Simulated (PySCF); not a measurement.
1,1,1-trifluoropropane (C₃H₅F₃), SMILES CCC(F)(F)F.

The structure is a stationary point at TPSSh-D3(BJ)/def2-SVP.

Two levels are set side by side: TDA-PBE/def2-SVPD (PySCF) and TDA-CAM-B3LYP/def2-SVPD (PySCF). Vertical, same geometry. The lowest singlet is HOMO→LUMO 100 % with PBE and HOMO−1→LUMO 94 % with the other functional; states are paired by order. Differences are taken from unrounded values.

```tsv
quantity	TDA-CAM-B3LYP
lowest singlet excitation (eV)	9.84
lowest triplet excitation (TDA) (eV)	9.52
```

What does TDA-PBE give, and how far is it from TDA-CAM-B3LYP? (The exact figures need the calculation; the answer reports its results.)


```json
[
 {"quantity": "lowest singlet excitation (eV)", "TDA-PBE": "8.75", "TDA-PBE minus TDA-CAM-B3LYP": "-1.09"},
 {"quantity": "lowest triplet excitation (TDA) (eV)", "TDA-PBE": "8.56", "TDA-PBE minus TDA-CAM-B3LYP": "-0.96"}
]
```

Functionals without exact exchange tend to place singlet excitations lower, as here. Differences between two approximate levels are no errors against the true value.

Rough cost on one machine, each run with all the roots and properties that it gave: TDA-CAM-B3LYP against TDA-PBE about 4 times.
